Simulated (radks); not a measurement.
Question: All-electron atom: Ba XXXIII in [Ar] 3d5 4d1 (not the ground configuration). All-electron calculation, scalar-relativistic Kohn-Sham, SOGGA, spin-polarised, spherical densities, point nucleus; open shells are filled with parallel spins first (spin-orbit coupling, left out, can overturn this in heavy ions). Program: a radial shooting solver on a logarithmic mesh with Libxc functionals. Some entries of the table are withheld. Estimate them.

orbital,occ.,eigenvalue (eV),<r^2> (bohr^2),r(max) (bohr)
1s up,1,-38704.82,0.0008888,0.01643
1s down,1,-38704.53,0.0008887,0.01643
2s up,1,-7321.570,0.01407,0.09274
2s down,1,-7303.117,0.01403,0.09264
2p up,3,-6720.859,0.01116,0.07449
2p down,3,-6706.685,0.01112,0.07439
3s up,1,-2501.183,0.08772,0.2583
3s down,1,-2480.995,0.08814,0.2587
3p up,3,-2310.543,0.08552,0.2507
3p down,3,-2289.715,0.08604,0.2513
3d up,5,(1),0.06915,0.2026
3d down,0,(2),0.06983,0.2034
4s up,0,(3),0.3373,0.5430
4s down,0,(4),0.3387,0.5444
4p up,0,(5),0.3475,0.5494
4p down,0,(6),0.3492,0.5511
4d up,1,-1049.558,0.3389,0.5345
4d down,0,-1036.614,0.3411,0.5370

Answer: 
(1) 3d up eigenvalue (eV): -2060.211
(2) 3d down eigenvalue (eV): -2034.618
(3) 4s up eigenvalue (eV): -1222.404
(4) 4s down eigenvalue (eV): -1210.139
(5) 4p up eigenvalue (eV): -1147.802
(6) 4p down eigenvalue (eV): -1135.436
